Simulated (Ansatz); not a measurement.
Pair of molecules: H2O (SMILES O) (first 3 atoms) with CH2O (SMILES C=O); geometry from B3LYP-D3(BJ)/def2-TZVP, rigid monomers moved along the line of their centres of mass till O1···C4 is 2.54 Å.
(charge 0, multiplicity 1):
```xyz
7

O     -0.15034     0.43763    -0.11458
H      0.49207     0.16848    -0.77930
H     -0.52355    -0.38205     0.22991
C      0.00459     0.60717     2.41879
O     -0.39931    -0.51337     2.57950
H      1.08409     0.84710     2.41999
H     -0.67750     1.46269     2.26739
```

Monomers are frozen at their geometry in the pair; levels with a basis set take the counterpoise correction.

Frozen-core correlation. CBS: X⁻³ extrapolation of the correlation energy, Hartree–Fock from the larger set.

Codes used: Ansatz (Gaussian basis) for Hartree–Fock, density functionals and correlated methods. Values without a source in brackets are computed.

Q: Predict the interaction energy from SCS-MP2/aug-cc-pVTZ.

A: -44 meV

Q: What is the computed interaction energy (HF/aug-cc-pVDZ)?

A: -3 meV

Q: What interaction energy does CCSD(T)/CBS(aug-cc-pVDZ, aug-cc-pVTZ) give?

A: -87 meV

Ansatz is an electronic-structure program.
